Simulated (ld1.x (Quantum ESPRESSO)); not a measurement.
An all-electron radial function and its pseudo partner (Rh)

Columns: radius, all-electron u(r) and pseudo u(r) of the 5p shell (level -1.71 eV) of rhodium in the configuration [Kr] 4d8 5s0 5p1; PBE, scalar-relativistic, TM semilocal scheme, ld1.x (Quantum ESPRESSO) 7.5.

```
r (bohr)  all-electron   pseudo
   0.185       -0.0497  -0.0027
   0.370       -0.0731  -0.0108
   0.555        0.0769  -0.0242
   0.740        0.1667  -0.0427
   0.925        0.1662  -0.0664
   1.110        0.1082  -0.0948
   1.295        0.0255  -0.1277
   1.480       -0.0616  -0.1644
   1.665       -0.1432  -0.2040
   1.850       -0.2152  -0.2454
   2.035       -0.2765  -0.2871
   2.220       -0.3273  -0.3274
   2.405       -0.3686  -0.3644
   2.590       -0.4012  -0.3967
   2.775       -0.4265  -0.4233
   2.960       -0.4452  -0.4436
   3.145       -0.4585  -0.4580
   3.330       -0.4672  -0.4670
   3.515       -0.4718  -0.4718
   3.700       -0.4731  -0.4731
   3.885       -0.4716  -0.4716
   4.070       -0.4677  -0.4677
   4.255       -0.4618  -0.4618
   4.440       -0.4543  -0.4543
   4.625       -0.4454  -0.4454
   4.810       -0.4354  -0.4354
```

Problem. How many radial nodes do the two functions have?

Solution. The all-electron 5p function has n − l − 1 = 3 (the table is too coarse to show those close to the nucleus); the pseudo-wave has 0, since the states of the same l below it are removed with the core.

Problem. At about which radius was the pseudo-wave matched?

Solution. 3.70 bohr. The columns agree to 0.0005 from 3.33 bohr on; several derivatives are matched, so the curves merge somewhat inside the radius.

Problem. Where does each function peak?

Solution. Outermost all-electron maximum near 3.70 bohr, pseudo maximum near 3.70 bohr (to the table’s step).

Problem. Is the pseudo-wave norm-conserving?

Solution. Yes: the TM semilocal scheme keeps the norm inside the radius equal to the all-electron one, which fixes the energy derivative of the logarithmic derivative at the level.
